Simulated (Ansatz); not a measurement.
Saddle point of BH₂Cl₃O₂, closed shell (BCl₃ ([Cl][B]([Cl])[Cl]) + H₂O₂ ([OH][OH]) → BHCl₂O₂ ([OH][O][B]([Cl])[Cl]) + HCl; bonds formed: Cl2–H5; dative contacts that become bonds: B1–O6; bonds broken: B1–Cl2, H5–O6), PBE0-D4/def2-TZVP structure:

B1  (-0.400, -0.542, -0.359)
Cl2  (1.149, 0.306, -1.677)
Cl3  (-0.489, -2.252, -0.720)
Cl4  (-1.854, 0.464, -0.447)
H5  (1.307, 0.087, -0.201)
O6  (0.531, -0.260, 0.768)
O7  (0.318, 0.958, 1.476)
H8  (-0.562, 1.240, 1.160)
(Å)

Energies are electronic, without zero-point energy. Barriers and step energies count from the start structure reached by relaxing down the imaginary mode; all methods use the PBE0-D4 structures, on which another method's saddle can fall below an end. Computed with Ansatz 0.2.0 (basis: def2-TZVPP, with def2-QZVPP for the basis limit); correlated methods freeze the cores. B3LYP uses VWN-RPA correlation. Extrapolation: Hartree–Fock as exp(−7.88 √X), correlation as X^−2.97.

| method | barrier (eV) | step energy (eV) |
| --- | --- | --- |
| SPW92 | 0.650 | 0.034 |
| PBE-D4 | 0.730 | -0.192 |
| BLYP-D4 | 0.754 | -0.370 |
| r2SCAN-D4 | 0.829 | -0.176 |
| B97M-V | 0.978 | -0.248 |
| PBE0-D4 | 0.911 | -0.121 |
| B3LYP-D4 | 0.897 | -0.307 |
| r2SCAN0-D4 | 0.962 | -0.121 |
| BHLYP-D4 | 1.103 | -0.249 |
| CAM-B3LYP-D4 | ? | -0.271 |
| wB97X-V | 1.023 | -0.146 |
| wB97M-V | 0.995 | -0.134 |
| B2PLYP | ? | -0.294 |
| PBE-QIDH | 1.014 | -0.080 |
| RPA on PBE | ? | -0.255 |
| HF | 1.399 | -0.453 |
| MP2 | 0.970 | -0.102 |
| CCSD | 1.097 | -0.239 |
| CCSD(T) | 1.007 | -0.205 |

Problem. Fill in the withheld barriers. (To be estimated.)

Solution. By the calculation: B2PLYP 0.941; CAM-B3LYP-D4 0.967; RPA on PBE 0.945 eV. Each is the energy of the saddle less that of the start structure, by the same method.

For comparison, the barrier by CCSD(T) at an estimated basis limit (MP2 extrapolated from triple and quadruple zeta, plus CCSD(T) − MP2 in triple zeta) is 1.025 eV.

The T1 diagnostic stays at or below 0.013.

Labels in which every atom is bracketed show which atoms are joined, not bond orders.

For scale, one of the runs: CCSD(T)/def2-TZVPP, 247 basis functions, launched by `ansatz run in.yaml --threads 8 --pin off --events-out ev --progress --plain --max-ram 19148MiB`. The run took 120 s on 8 CPU threads of an Arm Neoverse V1 (shared host), with 5.1 GiB of host memory at its peak.
